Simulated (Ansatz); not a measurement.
Two isomers of C3H8OSi: A = `CC(C)O[SiH]`, B = `OC/C=C/[SiH3]`.

Computed with Ansatz on PBE0-D4/def2-TZVP structures; ΔE is electronic, products minus reactants. CCSD(T)/CBS is the MP2 limit (def2-TZVPP, def2-QZVPP) plus CCSD(T) − MP2 in def2-TZVPP, frozen cores. DFT in def2-TZVPP. B3LYP here is the variant with VWN-RPA as its local correlation; programs differ in this. Each species was taken in one conformer, which may not be the lowest.

Q: Which isomer does CCSD(T)/CBS put lower? Give the gap. (Estimate.)

A: Ansatz gave: A, by 15.3 kcal/mol.

Q: Give E(B) − E(A) in kcal/mol with CCSD/def2-TZVPP, PBE-D4, BLYP-D4, CCSD(T)/def2-SVP, r2SCAN-D4, B3LYP, B3LYP-D4. (Best estimate.)

A: The calculation gave: CCSD/def2-TZVPP 16.2, PBE-D4 15.1, BLYP-D4 15.9, CCSD(T)/def2-SVP 17.7, r2SCAN-D4 13.6, B3LYP 14.6, B3LYP-D4 15.6. None reverses the order clearly.

Q: Does the order hold for the free energy at 298.15 K (harmonic terms from PBE0-D4)? (An estimate is asked.)

A: Ansatz gave: Yes: G(B) − G(A) = +11.8 kcal/mol, for one conformer each.

Largest T1 diagnostic: 0.014.

In def2-TZVPP, CCSD(T) changes the Hartree–Fock value by +3.7 kcal/mol (the triples alone add −0.3 kcal/mol) and MP2 by +3.1 kcal/mol. The D4 term adds +1.0 kcal/mol with B3LYP and +0.6 kcal/mol with PBE0; it sums over pairs of atoms, weighted by their polarisabilities, and B3LYP, whose exchange is more repulsive, gets the larger term.
